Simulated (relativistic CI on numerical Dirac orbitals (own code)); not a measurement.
## Electric-dipole lines of Zn⁶⁺

Method of calculation: Dirac-Coulomb-Breit CI, separate exchange-only KLI orbitals for each configuration, QED by a radiative potential, unscaled Slater integrals (own radial code, finite nucleus).

CI space (outside the closed core [Ne]): 3s2 3p6 3d6, 3s2 3p6 3d5 4s, 3s2 3p5 3d7, 3s2 3p6 3d5 4p, 3s2 3p6 3d5 4d, 3s 3p6 3d7, 3s2 3p6 3d5 5s, 3s2 3p6 3d5 4f, 3s2 3p6 3d5 5p, 3s2 3p6 3d5 5d, 3s2 3p6 3d5 6s, 3s2 3p6 3d5 5f, 3s2 3p6 3d5 6p, 3s2 3p6 3d5 5g, 3s2 3p6 3d5 6d, 3s2 3p6 3d4 4s 4p, 3s2 3p5 3d6 4s, 3s2 3p5 3d6 4p, 3s2 3p6 3d4 4p 4d, 3s2 3p6 3d4 4s2, 3s2 3p6 3d3 4s2 4p, 3s2 3p6 3d3 4s2 4d, 3s2 3p6 3d3 4s2 5s, 3p6 3d8, 3p5 3d9, 3s2 3p6 3d4 4s 4d, 3s2 3p6 3d3 4s 4p 4d, 3s2 3p6 3d3 4s 4d2, 3s2 3p6 3d3 4s 4d 5s. Double excitations out of closed p, d and f shells are left out; levels of such configurations are missing from the list, as are those of other unlisted configurations, and high levels can miss mixing partners. These lack a partner that the ground configuration has and come out too high: 3s2 3p5 3d6 4s, 3s2 3p5 3d6 4p.

```csv
λ vac (Å),Lower,Upper,A (s⁻¹),gf,Branching (%)
157.29,3s2 3p6 3d6 5D_4 [1],3s2 3p5 3d7 5F°_5 [329],2.45e+10,9.98e-01,83.4
192.40,3s2 3p6 3d6 3H_6 [6],3s2 3p6 3d5 4p 3G°_5 [252],1.26e+10,7.68e-01,53.5
193.09,3s2 3p6 3d6 5D_4 [1],3s2 3p6 3d5 4p 5D°_4 [149],1.37e+10,6.89e-01,72.4
196.23,3s2 3p6 3d6 5D_4 [1],3s2 3p6 3d5 4p 5P°_3 [130],1.34e+10,5.41e-01,63.8
199.01,3s2 3p6 3d6 5D_4 [1],3s2 3p6 3d5 4p 5F°_5 [114],1.40e+10,9.16e-01,85.9
199.28,3s2 3p6 3d6 1I_6 [18],3s2 3p6 3d5 4p 1H°_5 [257],3.13e+10,2.05e+00,78.4
202.15,3s2 3p6 3d6 3H_6 [6],3s2 3p6 3d5 4p 3H°_6 [176],1.23e+10,9.82e-01,69.1
206.68,3s2 3p6 3d6 1I_6 [18],3s2 3p6 3d5 4p 1I°_6 [192],1.97e+10,1.64e+00,86.5
207.77,3s2 3p6 3d6 3H_6 [6],3s2 3p6 3d5 4p 3G°_5 [147],1.30e+10,9.25e-01,52.5
217.45,3s2 3p6 3d6 5D_4 [1],3s2 3p6 3d5 4p 5P°_3 [94],1.29e+10,6.38e-01,69.2
642.93,3s2 3p6 3d5 4p 7P°_4 [87],3s2 3p6 3d5 4d 7D_5 [304],9.57e+09,6.53e+00,100.0
644.59,3s2 3p6 3d5 4p 5H°_6 [119],3s2 3p6 3d5 4d 5I_7 [381],8.89e+09,8.30e+00,90.7
647.43,3s2 3p6 3d5 4p 5H°_7 [121],3s2 3p6 3d5 4d 5I_8 [380],9.67e+09,1.03e+01,100.0
652.01,3s2 3p6 3d5 4p 3H°_6 [132],3s2 3p6 3d5 4d 3I_7 [392],8.75e+09,8.37e+00,92.1
913.99,3s2 3p6 3d5 4s 5G_6 [37],3s2 3p6 3d5 4p 5H°_7 [121],2.21e+09,4.14e+00,99.9
915.03,3s2 3p6 3d5 4s 7S_3 [35],3s2 3p6 3d5 4p 7P°_4 [87],2.16e+09,2.44e+00,99.8
920.83,3s2 3p6 3d5 4s 5G_5 [39],3s2 3p6 3d5 4p 5H°_6 [119],2.07e+09,3.42e+00,88.1
924.12,3s2 3p6 3d5 4s 3I_7 [61],3s2 3p6 3d5 4p 3K°_8 [177],2.18e+09,4.75e+00,100.0
965.74,3s2 3p6 3d5 4s 5G_6 [37],3s2 3p6 3d5 4p 5G°_6 [111],1.76e+09,3.19e+00,90.0
973.18,3s2 3p6 3d5 4s 3G_5 [45],3s2 3p6 3d5 4p 3H°_6 [132],1.72e+09,3.18e+00,20.8
```

Terms are leading LS components. Brackets give the number of a level in order of energy, since labels repeat. The list gives strong lines, with weight on those to low levels, without lines whose two gauges differ by over a factor of 2.5, among the lowest 400 of 11515 levels, so that lines to higher ones, which can be the strongest, are missing. Levels whose partners in the same complex of configurations lie outside the list can be far off, and so can their lines. Rates are taken at the computed energies, electric ones in the length gauge.

At this charge configurations can still be misplaced by up to about 7 % of their energy. Terms inside the open d or f shell come out 10 to 20 % too wide with unscaled integrals. 59 of the 66 excited levels that our extract of the measured tables holds in this range could be paired (the sources list more); they are missed by 4294 cm⁻¹ on average and 15530 at most, and levels without a partner can miss by more. Some levels of the ground configuration have no partner and can miss by 10 % or more.
